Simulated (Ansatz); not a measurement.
Species: C₃H₁₂GeO₃Si, SMILES `C[O][Ge]([SiH3])([O]C)[O]C` (charge 0, multiplicity 1).

Question: Give a relaxed geometry from r2SCAN-D4/def2-SVP (Ansatz, a first-principles code).

Answer: This is not unique; one that fits is the end point of this relaxation, one of several conformers (outside a Z-matrix the atoms follow the SMILES, hydrogens last).
Cartesian coordinates (Å) in one orientation:
```xyz
20

C      2.445    -0.264    -0.065
O      1.172    -0.376    -0.665
Ge    -0.292     0.027     0.277
Si    -0.476    -1.108     2.364
O     -1.592    -0.250    -0.894
C     -1.598    -1.398    -1.719
O     -0.322     1.763     0.624
C     -0.341     2.679    -0.460
H      2.644     0.756     0.315
H      2.581    -0.974     0.776
H      3.207    -0.500    -0.825
H     -1.771    -0.740     3.004
H      0.660    -0.723     3.251
H     -0.435    -2.579     2.116
H     -2.386    -1.267    -2.478
H     -0.633    -1.544    -2.235
H     -1.829    -2.319    -1.148
H     -0.321     3.698    -0.043
H      0.538     2.554    -1.121
H     -1.251     2.565    -1.074
```
